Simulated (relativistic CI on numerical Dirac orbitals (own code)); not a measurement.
# Pt²⁺ (5d8) in a crystal field

Calculated by Dirac-Coulomb-Breit CI, orbitals from a KLI potential per configuration, QED by a radiative potential, valence Slater integrals scaled by 0.85, one configuration in a parametric crystal field (own radial code).

Field parameters in Wybourne normalisation: Oh B⁴₀ = 21Dq, B⁴₄ = √(5/14) B⁴₀. The field is a parameter set, without covalency.

S is read from ⟨S²⟩ = S(S + 1).

Site symmetry Oh; labels are those of the double group. Computed levels in cm⁻¹ above the lowest, in rising order:

```csv
Δ (size of 10Dq),Lowest,No. 2,No. 3,No. 4,No. 5,No. 6,No. 7,No. 8
5500,T2,3810 E,4859 T1,6551 A1,9111 E,9975 T2,11910 A2,13770 T1
9950,T2,6927 E,9107 T1,11130 E,11813 A1,13050 T2,15226 A2,18568 T1
14350,T2,8963 E,13384 T1,14051 E,15891 A1,16679 T2,18948 A2,23426 T1
18800,T2,9973 E,17739 T1,17865 E,18425 A1,20653 T2,22947 A2,28217 T1
23200,T2,10500 E,19792 A1,21971 E,22063 T1,24742 T2,27034 A2,32484 T2
27600,T2,10816 E,20584 A1,26204 E,26400 T1,28925 T2,31202 A2,36621 T2
32050,T2,11023 E,21095 A1,30546 E,30797 T1,33213 T2,35472 A2,40864 T2
36450,T2,11163 E,21446 A1,34871 E,35152 T1,37492 T2,39731 A2,45101 T2
40900,T2,11265 E,21707 A1,39264 E,39563 T1,41846 T2,44065 A2,49417 T2
```

Ground-state S against |10Dq| in cm⁻¹: 5500: 0.98, 9950: 0.99, 14350: 0.99, 18800: 0.99, 23200: 0.99, 27600: 0.99, 32050: 0.99, 36450: 1.00, 40900: 1.00.

No abrupt spin change occurs in this range.
